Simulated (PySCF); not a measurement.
Compound: C₃H₄F₃N.
Numbering: `[CH3:1]/[N:2]=[CH:3]/[C:4]([F:5])([F:6])[F:7]` (hydrogens: H8, H9, H10 on C1; H11 on C3)

Computed by this run: PySCF, PBE0-D3(BJ)/def2-SVP geometry optimisation, gas phase; density fitting, grid level 1; the optimiser is geomeTRIC in internal coordinates, started from a GFN2-xTB structure with every atom displaced at random (about 0.01 Å).

Step 1: E = -12793.6004 eV
```
atom  x, y, z in Å  |  force x, y, z in eV/Å
C1      1.8895    0.0346    0.3001    0.010  -0.292   0.194
N2      0.4924    0.0568    0.6229    0.063   0.015   0.047
C3     -0.3467   -0.0028   -0.3072   -0.452   0.113  -0.018
C4     -1.8479   -0.0144   -0.0309    1.427  -0.245  -0.432
F5     -2.3469   -1.0475   -0.7188   -0.502  -0.009   0.066
F6     -2.3969    1.1053   -0.4956   -0.326   0.048   0.064
F7     -2.1309   -0.1583    1.2440   -0.263   0.067   0.137
H8      2.1114    0.0015   -0.7835    0.002  -0.012  -0.006
H9      2.3768    0.9114    0.7467    0.039   0.107   0.020
H10     2.3400   -0.8483    0.7969   -0.031   0.174  -0.154
H11    -0.1048   -0.0662   -1.3900    0.031   0.033   0.082
```

Step 2: E = -12793.6239 eV
```
atom  x, y, z in Å  |  force x, y, z in eV/Å
C1      1.8896    0.0344    0.3116   -0.017  -0.024   0.014
N2      0.4855    0.0349    0.6042    0.157  -0.013  -0.024
C3     -0.3384   -0.0204   -0.3419   -0.380  -0.029   0.104
C4     -1.8253   -0.0239   -0.0427   -0.113  -0.121  -0.136
F5     -2.4219   -1.0362   -0.6889    0.153  -0.041  -0.021
F6     -2.3992    1.0986   -0.4782    0.053   0.249  -0.180
F7     -2.1010   -0.1405    1.2399    0.131  -0.077   0.241
H8      2.1299    0.0185   -0.7686    0.014  -0.001  -0.007
H9      2.3537    0.9199    0.7742   -0.016   0.004  -0.016
H10     2.3530   -0.8407    0.7968   -0.020   0.023  -0.018
H11    -0.0899   -0.0724   -1.4216    0.038   0.033   0.043
```

Step 3: E = -12793.6291 eV
```
atom  x, y, z in Å  |  force x, y, z in eV/Å
C1      1.8923    0.0325    0.3058   -0.034   0.025  -0.002
N2      0.4944    0.0296    0.6237   -0.104  -0.027   0.066
C3     -0.3462   -0.0219   -0.3089    0.017  -0.004  -0.173
C4     -1.8332   -0.0247   -0.0450   -0.020  -0.071   0.086
F5     -2.4105   -1.0403   -0.7035    0.103   0.077   0.042
F6     -2.3878    1.1044   -0.5009    0.045  -0.001  -0.030
F7     -2.1259   -0.1424    1.2371   -0.006   0.001   0.061
H8      2.1146    0.0170   -0.7784   -0.001   0.000  -0.011
H9      2.3600    0.9214    0.7588   -0.010  -0.008  -0.015
H10     2.3673   -0.8395    0.7819    0.000  -0.012   0.011
H11    -0.0889   -0.0641   -1.3858    0.011   0.018  -0.034
```

**Question.** Estimate the geometry and energy of step 4. (The exact step hangs on the optimiser's Hessian estimate; all steps are aligned on step 3, rigid shifts and turns removed.)

**Answer.** E = -12793.6281 eV, largest force 0.208 eV/Å
```
atom  x, y, z in Å  |  force x, y, z in eV/Å
C1      1.8790    0.0306    0.3097    0.020   0.019  -0.008
N2      0.4786    0.0237    0.6105    0.107  -0.032  -0.038
C3     -0.3476   -0.0230   -0.3347    0.021   0.047   0.099
C4     -1.8239   -0.0245   -0.0405    0.100  -0.043  -0.061
F5     -2.4006   -1.0437   -0.6896   -0.106   0.052   0.066
F6     -2.3760    1.1077   -0.4976   -0.078  -0.102   0.101
F7     -2.0854   -0.1416    1.2510   -0.091   0.064  -0.175
H8      2.1157    0.0148   -0.7718    0.000   0.000   0.000
H9      2.3366    0.9221    0.7668    0.010   0.000  -0.006
H10     2.3499   -0.8393    0.7932    0.018  -0.012   0.012
H11    -0.0901   -0.0547   -1.4123    0.000   0.007   0.011
```

The energy changes by +0.0010 eV. The first-order estimate −F·Δx gives -0.0095 eV and the mean of the old and new forces, exact on a quadratic surface, +0.0009 eV. The step makes an angle of 65° with the force vector and moves no atom by more than 0.043 Å. The energy falls at the start of this step and ends higher, so the step passed the lowest point of its straight line.

What follows is the cost of the whole optimisation. The run took 32 s on one thread, Arm Neoverse V2 (aarch64), no GPU, shared host, and the process peaked at 0.50 GiB of memory.
